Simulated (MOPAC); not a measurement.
Input file for MOPAC: PM3 on NH+, 2S+1 = 4, a spin state set in the input, which need not be the lowest, a point of a bond scan (R = 1.048 Å). Charge +1.

```
PM3 1SCF PRECISE CHARGE=1 UHF MS=1.5 THREADS=1
HN

H      0.00000000 1     0.00000000 1     0.00000000 1
N      0.00000000 1     0.00000000 1     1.04836600 1
```

Output:

```
*******************************************************************************
 **                                                                           **
 **                              MOPAC v23.2.5                                **
 **                                                                           **
 *******************************************************************************
 ** MOPAC's Digital Object Identifier: https://doi.org/10.5281/zenodo.6511958 **
 **                                                                           **
 ** Please cite the open-source release paper for use of this MOPAC version:  **
 ** J. E. Moussa and J. J. P. Stewart (2026)                                  **
 ** MOPAC: An open-source semiempirical molecular orbital program             **
 ** J. Open Source Softw., 11(119), 8025, https://doi.org/10.21105/joss.08025 **
 *******************************************************************************

                              PM3 CALCULATION RESULTS

 *******************************************************************************
 *  PM3        - The PM3 Hamiltonian to be used
 *  UHF        - UNRESTRICTED HARTREE-FOCK CALCULATION
 *
 *
 *
 *                 CHARGE ON SYSTEM = +1
 *
 *
 *
 *  MS=        - IN MECI, MAGNETIC COMPONENT OF SPIN =  1.5
 *  PRECISE    - TIGHTER CRITERIA TO BE USED
 *  1SCF       - DO 1 SCF AND THEN STOP
 *  THREADS=1  - MULTI-THREADING NOT USED
 *  T=         - A TIME OF 172800.0 SECONDS REQUESTED
 *  DUMP=N     - RESTART FILE WRITTEN EVERY 7200.0 SECONDS REQUESTED
 *******************************************************************************
PM3 1SCF PRECISE CHARGE=1 UHF MS=1.5 THREADS=1
 HN

   ATOM   CHEMICAL          X               Y               Z
  NUMBER   SYMBOL      (ANGSTROMS)     (ANGSTROMS)     (ANGSTROMS)

     1       H          0.00000000  *   0.00000000  *   0.00000000  *
     2       N          0.00000000  *   0.00000000  *   1.04836600  *



          CARTESIAN COORDINATES

    NO.       ATOM           X           Y           Z

     1         H          0.0000      0.0000      0.0000
     2         N          0.0000      0.0000      1.0484

  H: (PM3): J. J. P. STEWART, J. COMP. CHEM. 10, 209 (1989).
  N: (PM3): J. J. P. STEWART, J. COMP. CHEM. 10, 209 (1989).

           Empirical Formula: H N  =     2 atoms



      MOLECULAR POINT GROUP   :   C*v


          UHF CALCULATION, NO. OF ALPHA ELECTRONS =    4
                           NO. OF BETA  ELECTRONS =    1

 -------------------------------------------------------------------------------
 PM3 1SCF PRECISE CHARGE=1 UHF MS=1.5 THREADS=1
 HN



     1SCF WAS SPECIFIED, SO BFGS WAS NOT USED
     SCF FIELD WAS ACHIEVED


                              PM3 CALCULATION
                                                       MOPAC v23.2.5 Linux




          FINAL HEAT OF FORMATION =        347.17887 KCAL/MOL =    1452.59639 KJ/MOL


          COSMO AREA              =         44.32 SQUARE ANGSTROMS
          COSMO VOLUME            =         27.44 CUBIC ANGSTROMS

          IONIZATION POTENTIAL    =         21.520694 EV
          ALPHA SOMO LUMO (EV)    =        -21.521 -5.818
          BETA  SOMO LUMO (EV)    =        -29.320-11.729
          NO. OF ALPHA ELECTRONS  =          4
          NO. OF BETA  ELECTRONS  =          1
          MOLECULAR WEIGHT        =         15.0146         POINT GROUP:  C*v

          MOLECULAR DIMENSIONS (Angstroms)

            Atom       Atom       Distance
            N     2    H     1     1.04837
            N     2    H     1     0.00000
            H     1    N     2     0.00000


          SCF CALCULATIONS        =          1





   ATOM   CHEMICAL          X               Y               Z
  NUMBER   SYMBOL      (ANGSTROMS)     (ANGSTROMS)     (ANGSTROMS)

     1       H          0.00000000  *   0.00000000  *   0.00000000  *
     2       N          0.00000000  *   0.00000000  *   1.04836600  *

                             CARTESIAN COORDINATES

   1    H        0.000000000     0.000000000     0.000000000
   2    N        0.000000000     0.000000000     1.048366000


           Empirical Formula: H N  =     2 atoms



      MOLECULAR POINT GROUP   :   C*v


          ALPHA EIGENVALUES
 -32.33372 -23.25056 -21.52069 -21.52069  -5.81769


           BETA EIGENVALUES
 -29.31956 -11.72862  -8.58342  -8.58342  -4.14422


              NET ATOMIC CHARGES AND DIPOLE CONTRIBUTIONS

  ATOM NO.   TYPE          CHARGE      No. of ELECS.   s-Pop       p-Pop
    1          H           0.200374        0.7996     0.79963
    2          N           0.799626        4.2004     1.43120     2.76918
 DIPOLE           X         Y         Z       TOTAL
 POINT-CHG.     0.000     0.000    -0.671     0.671
 HYBRID        -0.000     0.000     0.104     0.104
 SUM           -0.000     0.000    -0.567     0.567


          ATOMIC ORBITAL ELECTRON POPULATIONS

     Atom    s        px        py        pz
    1  H   0.79963
    2  N   1.43120   1.00000   1.00000   0.76918


                    (SZ)    =    1.500000
                    (S**2)  =    3.758217


          ATOMIC ORBITAL SPIN POPULATIONS

    Atom   Total    s     px     py     pz
         Atomic
    1  H  0.0219  0.022
    2  N  2.9781  0.370  1.000  1.000  0.608

 **********************
 *                    *
 * JOB ENDED NORMALLY *
 *                    *
 **********************




 == MOPAC DONE ==
```

The run finished.

Cost: around 0.03 core-seconds (rough).
